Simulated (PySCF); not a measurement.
C₆ coefficients of unlike pairs at PBE0

Calculated with PySCF 2.14 from the dipole response of each species, C₆(A,B) = (3/π) ∫ α_A(iu) α_B(iu) du, in atomic units, from isotropic polarisabilities. For ions this is the dispersion term alone; charge-induced terms of lower order in 1/R come first.

| species | configuration | basis | relativity | α (bohr³) | C₆ (like pair) |
| --- | --- | --- | --- | --- | --- |
| Pt | [Xe] 4f14 5d9 6s1 (3D) | aug-cc-pwCVDZ-PP with ECP60MDF (6s6p5d3f) | core potential | 38.41 | 337.1 |
| Ne²⁺ | [He] 2s2 2p4 (3P) | aug-cc-pwCVDZ (5s4p2d) | none | 0.8445 | 1.084 |
| Co³⁺ | [Ar] 3d6 (5D) | dyall-av2z (16s12p7d2f) | none | 1.673 | 3.862 |

Task: Estimate C₆ for Co³⁺ with Pt.

Result: The integral gives 29.10. The combination rule 2 C_A C_B / (C_A α_B/α_A + C_B α_A/α_B) gives 25.20 and the geometric mean 36.08.

No spin-orbit coupling is included.

The other pairs:

| pair | C₆ |
| --- | --- |
| Ne²⁺, Pt | 15.15 |
| Co³⁺, Ne²⁺ | 2.043 |
